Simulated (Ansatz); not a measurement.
CH$_{7}$AlSi$_{2}$ (`[SiH3][Al]1[CH2][SiH2]1`), relaxed with RKS PBE0-D4/def2-TZVP in Ansatz 0.2.0 from a PBE-D4/def2-SVP geometry. The force threshold is 0.005 eV/Å; the program also tests the step.

Total charge 0; spin multiplicity 1.

Start:

```xyz
11

Si    0.983    2.175   -1.158
Al    0.137    0.053   -0.266
C    -0.524   -0.771    1.413
Si   -0.731   -2.123    0.035
H    -0.206    3.000   -1.591
H     1.741    2.963   -0.119
H     1.874    1.983   -2.357
H     0.307   -1.007    2.116
H    -1.410   -0.455    2.000
H    -0.001   -3.425    0.248
H    -2.171   -2.392   -0.320
```

| step | energy (eV) | largest force (eV/Å) | largest move (Å) |
| --- | --- | --- | --- |
| 1 | -23491.7660 | 0.469 | 0.000 |
| 2 | -23491.7995 | 0.140 | 0.027 |
| 3 | -23491.8030 | 0.033 | 0.013 |
| 4 | -23491.8031 | 0.008 | 0.005 |
| 5 | -23491.8031 | 0.003 | 0.002 |
| 6 | -23491.8032 | 0.011 | 0.007 |
| 7 (rejected) | -23491.8031 | 0.021 | 0.006 |
| 8 | -23491.8032 | 0.006 | 0.003 |
| 9 | -23491.8032 | 0.004 | 0.009 |

End:

```xyz
11

Si    0.972    2.165   -1.150
Al    0.118    0.050   -0.267
C    -0.530   -0.765    1.396
Si   -0.723   -2.108    0.042
H    -0.187    3.002   -1.575
H     1.735    2.922   -0.119
H     1.852    1.961   -2.332
H     0.302   -0.985    2.076
H    -1.400   -0.467    1.980
H     0.006   -3.388    0.253
H    -2.144   -2.386   -0.304
```

Hardware: 2 threads of an Arm Neoverse V1 on a shared host. Wall time 53 s, peak host memory 0.46 GiB.
